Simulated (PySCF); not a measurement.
ammonium (H4N+), SMILES [NH4+], charge +1. Geometry optimised at r2SCAN-D4/def2-TZVPD.

TDA-B3LYP/def2-TZVPD (PySCF) puts the lowest singlet excitations at 14.80, 14.80, 14.80, 16.66, 16.66, 16.66 eV.

Question: What are the lowest excitation roots from ADC(2)/aug-cc-pVDZ in PySCF 2.14.0? (An estimate is asked for; the answer gives what the named calculation found.)

Answer: 15.51, 15.51, 15.51, 17.69, 17.69, 17.69 eV. S1 differs by 0.71 eV (second minus first; roots are paired by order, and the bases may differ).
